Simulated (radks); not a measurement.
Question: Radial electron density D(r) = 4 pi r^2 rho(r) of an atom or ion with 6 electrons. All-electron calculation, Dirac Kohn-Sham, PBE, spin-unpolarised, spherical densities, finite nucleus; Fermi nuclear charge, rms radius of each element as measured or else 0.836 A^(1/3) + 0.57 fm. Program: a radial shooting solver on a logarithmic mesh with Libxc functionals.

```
   r/bohr * D(r) (the largest magnitude, 19.2, reaches the edge; | marks zero)
 0.002958 |*
 0.003309 |*
 0.003672 |*
 0.004107 | *
 0.004557 | *
 0.005097 |  *
 0.005656 |  *
 0.006326 |   *
 0.007019 |    *
 0.007851 |     *
 0.008711 |      *
 0.009744 |       *
  0.01081 |         *
  0.01209 |           *
  0.01342 |             *
  0.01501 |               *
  0.01665 |                  *
  0.01863 |                     *
  0.02067 |                         *
  0.02312 |                            *
  0.02565 |                                *
  0.02869 |                                    *
  0.03209 |                                        *
  0.03561 |                                            *
  0.03983 |                                                *
   0.0442 |                                                   *
  0.04943 |                                                     *
  0.05485 |                                                      *
  0.06135 |                                                      *
  0.06808 |                                                    *
  0.07614 |                                                  *
  0.08449 |                                              *
   0.0945 |                                        *
   0.1049 |                                  *
   0.1173 |                            *
   0.1301 |                      *
   0.1456 |                 *
   0.1615 |              *
   0.1807 |            *
   0.2005 |            *
   0.2242 |             *
   0.2488 |              *
   0.2783 |                *
   0.3113 |                  *
   0.3454 |                   *
   0.3863 |                  *
   0.4286 |                 *
   0.4794 |               *
    0.532 |             *
    0.595 |           *
   0.6603 |          *
   0.7385 |        *
   0.8195 |       *
   0.9166 |     *
    1.017 |    *
    1.138 |  *
    1.262 | *
    1.412 |*
    1.567 |*
    1.752 *
    1.944 *
    2.175 *
    2.413 *
    2.699 *
```

What is the nuclear charge?

Answer: Z = 17. The innermost maximum, from 1s, lies near gamma/Z bohr with gamma = sqrt(1 - (Z/c)^2) = 0.992, here 0.0584 bohr (found: 0.0575), and its height grows with Z. The density is that of the chlorine ion Cl11+ in [He] 2s2 3d2; the configuration itself is not fixed sharply by these data, and Z only to about a unit. D(r) has 2 maxima, at r = 0.0575, 0.357 bohr, and minima at 0.196 bohr, inside which lie 2.06 electrons.
